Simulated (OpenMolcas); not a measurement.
OpenMolcas run: Ti2+

Ti2+ with its 6 nearest fluoride ions at 2.203 Å, on the Ca site of CsCaF3 (a = 4.526 Å, distance in the model lattice 2.263 Å). The rest of the host is ab initio model potentials to 7.6 Å, with orthogonalisation functions on the cations behind the ligands, and point charges beyond; the distance is set by hand and nothing relaxes. Ligand basis ANO-RCC-VDZP.

Input, with the lattice sites abridged:

```
&GATEWAY
Basis set
Ti.ANO-RCC-VDZP.
Ti1 0.0 0.0 0.0 Angstrom
End of basis
Basis set
F.ANO-RCC-VDZP.
L1 2.203000 0.000000 0.000000 Angstrom
L2 0.000000 2.203000 0.000000 Angstrom
L3 0.000000 0.000000 2.203000 Angstrom
End of basis
Basis set
Ca.EMB-AIMP.Lopez-Moraza.10s7p.1s1p.ECP.CsCaF3.
PseudoCharge
* 3 symmetry-unique lattice sites within 7.6 angstrom
End of basis
Basis set
Cs.EMB-AIMP.Lopez-Moraza.0s.0s.ECP.CsCaF3.
PseudoCharge
* 16 symmetry-unique lattice sites within 7.6 angstrom
End of basis
Basis set
Ca.EMB-AIMP.Lopez-Moraza.0s.0s.ECP.CsCaF3.
PseudoCharge
* 6 symmetry-unique lattice sites within 7.6 angstrom
End of basis
Basis set
F.EMB-AIMP.Lopez-Moraza.0s.0s.ECP.CsCaF3.
PseudoCharge
* 27 symmetry-unique lattice sites within 7.6 angstrom
End of basis
Symmetry
XYZ
AngMom=0.0 0.0 0.0
AMFI
RICD
XField
1537 Angstrom 0
* Evjen-weighted lattice charges
&SEWARD
* reference wave functions (RASSCF and RASSI steps not shown): 2 electrons in 5 orbitals (3d)
>>> COPY JOB001 $Project.JobIph
&CASPT2
Multistate=10 1 2 3 4 5 6 7 8 9 10
NoMult
Frozen=5 6
IPEA=0.25
Imaginary=0.1
MaxIter=60
WThr=0.0 0.3 0.05
PrWF=0.5
NoMix
>>> COPY JOB002 $Project.JobIph
&CASPT2
Multistate=15 1 2 3 4 5 6 7 8 9 10 11 12 13 14 15
NoMult
Frozen=5 6
IPEA=0.25
Imaginary=0.1
MaxIter=60
WThr=0.0 0.3 0.05
PrWF=0.5
NoMix
```

Launched by
```bash
OMP_NUM_THREADS=1 MOLCAS_MEM=2457 MOLCAS_PROJECT=a pymolcas a.inp > a.log  # once for each step of the input, in one work folder
```

Output, cut to the results:

```
--- CASPT2 ---
Orbital specifications:
      -----------------------

      Symmetry species                           1   2
                                                ag  au
      Frozen orbitals                            5   6
      Inactive orbitals                         13  15
      Active orbitals                            5   0
      Secondary orbitals                        46  52
      Deleted orbitals                           0   0
      Number of basis functions                 69  73
Type of calculation                        SS-CASPT2
      Fock operator                              state-specific
      IPEA shift                                 0.25
      Real shift                                 0.00
      Imaginary shift                            0.10
      The input orbitals will be transformed to quasi-canonical
Reference energy:       -1452.0713544727
      E2 (Non-variational):      -1.4932031070
      Shift correction:          -0.0009461419
      E2 (Variational):          -1.4941492489
      Total energy:           -1453.5655037216
      Residual norm:              0.0000001914
      Reference weight:           0.74185
      Contributions to the CASPT2 correlation energy
      Active & Virtual Only:         -0.0055264196
      One Inactive Excited:          -0.0932774426
      Two Inactive Excited:          -1.3943992448
Reference energy:       -1452.0713544727
      E2 (Non-variational):      -1.4932598412
      Shift correction:          -0.0009465556
      E2 (Variational):          -1.4942063967
      Total energy:           -1453.5655608694
      Residual norm:              0.0000001971
      Reference weight:           0.74182
      Contributions to the CASPT2 correlation energy
      Active & Virtual Only:         -0.0055693015
      One Inactive Excited:          -0.0932916665
      Two Inactive Excited:          -1.3943988731
::    CASPT2 Root  1     Total energy:  -1453.56550372
::    CASPT2 Root  2     Total energy:  -1453.56556087
::    CASPT2 Root  3     Total energy:  -1453.56550475
::    CASPT2 Root  4     Total energy:  -1453.51915569
::    CASPT2 Root  5     Total energy:  -1453.51920889
::    CASPT2 Root  6     Total energy:  -1453.51911485
::    CASPT2 Root  7     Total energy:  -1453.46770415
::    CASPT2 Root  8     Total energy:  -1453.47730255
::    CASPT2 Root  9     Total energy:  -1453.47730843
::    CASPT2 Root 10     Total energy:  -1453.47730250
--- CASPT2 ---
Orbital specifications:
      -----------------------

      Symmetry species                           1   2
                                                ag  au
      Frozen orbitals                            5   6
      Inactive orbitals                         13  15
      Active orbitals                            5   0
      Secondary orbitals                        46  52
      Deleted orbitals                           0   0
      Number of basis functions                 69  73
Type of calculation                        SS-CASPT2
      Fock operator                              state-specific
      IPEA shift                                 0.25
      Real shift                                 0.00
      Imaginary shift                            0.10
      The input orbitals will be transformed to quasi-canonical
Reference energy:       -1452.0167887834
      E2 (Non-variational):      -1.5039081647
      Shift correction:          -0.0009798259
      E2 (Variational):          -1.5048879906
      Total energy:           -1453.5216767740
      Residual norm:              0.0000001154
      Reference weight:           0.73932
      Contributions to the CASPT2 correlation energy
      Active & Virtual Only:         -0.0107947948
      One Inactive Excited:          -0.0942182656
      Two Inactive Excited:          -1.3988951042
Reference energy:       -1452.0167887834
      E2 (Non-variational):      -1.5039148888
      Shift correction:          -0.0009802809
      E2 (Variational):          -1.5048951697
      Total energy:           -1453.5216839530
      Residual norm:              0.0000001151
      Reference weight:           0.73931
      Contributions to the CASPT2 correlation energy
      Active & Virtual Only:         -0.0107947922
      One Inactive Excited:          -0.0942254902
      Two Inactive Excited:          -1.3988946064
::    CASPT2 Root  1     Total energy:  -1453.52167677
::    CASPT2 Root  2     Total energy:  -1453.52168395
::    CASPT2 Root  3     Total energy:  -1453.52195468
::    CASPT2 Root  4     Total energy:  -1453.51901746
::    CASPT2 Root  5     Total energy:  -1453.51898999
::    CASPT2 Root  6     Total energy:  -1453.46723016
::    CASPT2 Root  7     Total energy:  -1453.46723198
::    CASPT2 Root  8     Total energy:  -1453.46616935
::    CASPT2 Root  9     Total energy:  -1453.47573542
::    CASPT2 Root 10     Total energy:  -1453.45375361
::    CASPT2 Root 11     Total energy:  -1453.45384817
::    CASPT2 Root 12     Total energy:  -1453.45374642
::    CASPT2 Root 13     Total energy:  -1453.41435654
::    CASPT2 Root 14     Total energy:  -1453.41436463
::    CASPT2 Root 15     Total energy:  -1453.35121457
```

Spin-orbit levels above the lowest (labels of O, the rotations of Oh), with the averaged single-state CASPT2 energies on the diagonal:

```csv
E (cm-1),Degeneracy,Label,2S+1
0,2,E,3
3,3,T2,3
170,3,T1,3
260,1,A1,3
9650,3,T2,1
10210,1,A2,3
10270,3,T2,3
10280,2,E,1 (50 %)
10300,3,T1,3
10320,2,E,3 (50 %)
19320,1,A1,3
19400,3,T1,3
19510,3,T2,3
19510,2,E,3
19820,1,A1,1
21510,3,T2,3 (81 %)
21800,3,T2,1 (81 %)
24620,3,T1,1
33270,2,E,1
47130,1,A1,1
```

Roots that are degenerate in the reference are averaged as groups; the widest CASPT2 spread within a group is 230 cm-1 (the 3-fold group of multiplicity 1 near 21700 cm-1 above the lowest state of its run). Shifts and gaps below about the spread of the groups concerned are not significant. Over all roots computed the reference weight is 0.73 to 0.74; a low but even weight reflects the number of correlated electrons. An orbital triplet at a regular site is open to Jahn-Teller coupling, which can distort the site and quench the lowest spin-orbit gaps and is left out. Ligand-to-metal charge-transfer states are missing. With no ligand orbital active B as a rule stays too high, so bands that hang on it stand too high and its fall with covalency is understated. With one d shell and no ligand orbital active, 10Dq can be off by tens of per cent for divalent 3d ions, low with halides held by bare charges and at times high in hosts. Free-ion shares, where given, are those of the reference states; single-state CASPT2 does not remix them. No measured value stands beside these numbers; the geometry was set by hand and not optimised.

The CASPT2 steps took 86 s on 1 thread of Arm Neoverse V1, with other jobs on the host; the integral step is not counted.
